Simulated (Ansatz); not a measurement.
```yaml
crystal:
  periodic: [false, false, false]
  atoms:
    - {symbol: C, position_ang: [0.273159, -1.480200, 1.009695]}
    - {symbol: S, position_ang: [1.522610, -0.258767, 0.543758]}
    - {symbol: Au, position_ang: [2.270975, -0.971017, -1.443472]}
    - {symbol: P, position_ang: [-0.609454, 2.134598, -0.490966]}
    - {symbol: F, position_ang: [-0.186715, 1.616802, -1.917614]}
    - {symbol: F, position_ang: [-1.733280, 3.129031, -0.992764]}
    - {symbol: F, position_ang: [-1.582717, 0.948610, -0.120620]}
    - {symbol: H, position_ang: [0.705448, -2.471664, 1.129735]}
    - {symbol: H, position_ang: [-0.105116, -1.143000, 1.978077]}
    - {symbol: H, position_ang: [-0.554890, -1.504403, 0.304181]}
basis:
  gaussian: {orbitals: def2-SVPD}
hamiltonian: {xc: {name: B3LYP}, dispersion: d4}
outputs: {forces: true}
```

```sh
$ ansatz run in.yaml --threads 2 --pin off --events-out ev --progress --plain --max-ram 32768MiB --backend cpu
```

Shortened log:

```
Error: YAML parse error: error: line 17 column 1: unknown field `outputs`, expected one of crystal, accuracy, basis, kpoints, hamiltonian, magnetization, projection, total_charge, correlation, batch, efield, external_charges, scf, relax, neb, saddle, md, ramp, phonons, dielectric, real_time, elastic, magnetic_configurations, gw, evaluate, workflow, output, checkpoint, execution
15 |   gaussian: {orbitals: def2-SVPD}
16 | hamiltonian: {xc: {name: B3LYP}, dispersion: d4}
17 | outputs: {forces: true}
```

Q: What is wrong with this run?

A: The input holds a key that doesn't belong there. The input was rejected before any iteration.

B3LYP here is the variant with VWN-RPA as its local correlation; programs differ in this.
